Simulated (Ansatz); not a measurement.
`F/C(=C/C(F)F)C(F)F`. The species carries charge 0 and has multiplicity 1. All single points use the PBE0-D4/def2-TZVP geometry. It is one conformer, not always the lowest.

```xyz
12

F    -0.495    1.519    1.671
C    -0.289    0.686    0.645
C     0.735   -0.147    0.679
C     1.115   -1.154   -0.346
F     1.218   -2.368    0.259
F     2.350   -0.851   -0.829
C    -1.356    0.925   -0.385
F    -1.074    0.325   -1.559
F    -2.533    0.430    0.063
H     1.381   -0.114    1.550
H     0.432   -1.249   -1.187
H    -1.483    1.999   -0.560
```

What is the dipole moment at ωB97M-V/def2-TZVPP? (Best estimate.)

Computed: 1.82 D, with components (-0.53, 1.73, -0.15) D in this frame, pointing from negative to positive charge.

And with PBE, r2SCAN, B3LYP? (Estimate.)

The calculation gave: PBE 1.72 D, r2SCAN 1.78 D, B3LYP 1.81 D.

Give the Mulliken charges with ωB97M-V, B3LYP, r2SCAN in def2-TZVPP. (An estimate is asked.)

Computed: 
```
atom  ωB97M-V  B3LYP  r2SCAN
  F1    -0.18  -0.19   -0.18
  C2     0.16   0.19    0.17
  C3    -0.15  -0.16   -0.13
  C4     0.27   0.31    0.34
  F5    -0.19  -0.20   -0.20
  F6    -0.19  -0.20   -0.20
  C7     0.30   0.32    0.36
  F8    -0.19  -0.20   -0.19
  F9    -0.17  -0.19   -0.18
 H10     0.13   0.13    0.11
 H11     0.09   0.09    0.05
 H12     0.11   0.10    0.05
```

B3LYP here is the variant with VWN-RPA as its local correlation; programs differ in this.
